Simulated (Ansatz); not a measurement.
The first iterations of a band of CH3AgS (6 atoms, charge 0, multiplicity 1).

All numbers below come from RKS r2SCAN-D4/def2-SVP (Ansatz).

```
movable images  : 5
climbing image  : yes
spring          : 5.0 eV/Å²
optimiser       : fire
start path      : through a guess of the saddle point
force threshold : 0.05 eV/Å
iteration limit : 54
end points      : relaxed
```

First end point:

```xyz
6
Properties=species:S:1:pos:R:3
C -0.384 0.384 -0.293
S 0.016 -1.375 0.014
Ag 1.898 -1.295 1.366
H -1.279 0.384 -0.935
H 0.419 0.910 -0.829
H -0.628 0.927 0.631
```

Last end point:

```xyz
6
Properties=species:S:1:pos:R:3
C -0.384 0.434 -0.207
S 0.011 -0.717 1.159
Ag 1.902 -1.837 0.422
H -0.618 -0.092 -1.145
H 0.417 1.166 -0.385
H -1.285 0.983 0.110
```

| iteration | highest image above the first end (eV) | largest band force component (eV/Å) |
| --- | --- | --- |
| 1 | 0.782 | 2.635 |
| 2 | 0.599 | 1.687 |
| 3 | 0.503 | 1.891 |
| 4 | 0.433 | 0.854 |
| 5 | 0.410 | 0.741 |
| 6 | 0.376 | 0.555 |
| 7 | 0.336 | 0.461 |
| 8 | 0.300 | 0.458 |

Problem. Does the band converge within its limit, and where does its top end?

Solution. The run converged. It ended after 25 iterations with the highest image 0.055 eV above the first end. Another band between the same ends (5 images) ends at a top of the same energy, where a vibrational analysis finds 1 clearly imaginary mode.

The run took 11 min on 1 thread of Arm Neoverse V1 (shared host), peak memory 0.16 GiB.
